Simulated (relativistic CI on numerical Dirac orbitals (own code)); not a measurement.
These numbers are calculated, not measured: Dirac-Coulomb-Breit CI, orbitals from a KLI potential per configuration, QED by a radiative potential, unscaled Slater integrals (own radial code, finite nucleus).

The strongest absorption lines from the ground level of an ion, among the configurations computed and to levels below about 614 eV (vacuum wavelength in nm, gf): 2.0579 (1.1), 2.0591 (0.48), 2.0679 (0.51), 4.0263 (0.52), 4.0461 (12), 4.0494 (6.8), 4.0656 (9.4), 5.0026 (0.34).

Q: Which ion is it?
A. Tl34+
B. Tl38+
C. Tl36+
D. Pt33+

A: C. Tl36+ has 45 electrons and the ground level 4s2 4p6 4d9 2D_5/2; the strongest line goes to 4s2 4p6 4d8 4f 2F°_7/2. The pattern of lines fixes the number of electrons, and along that sequence the line energies rise steadily with the charge (about as its square where n changes within one kind of shell, about linearly where n is kept but much faster in heavy ions where fine structure, which grows about as Z⁴, sets the gap, and irregularly where shells cross), which fixes Z. Configurations outside the model, such as inner-shell arrays, can give stronger lines. At this charge energies of transitions that change n are usually good to better than 1 %, and those within a shell (Δn = 0) to a few per cent.

LS names give the leading component of a level, which can be under half, so a name can repeat, a term be missing and a line seem to break the LS rules.
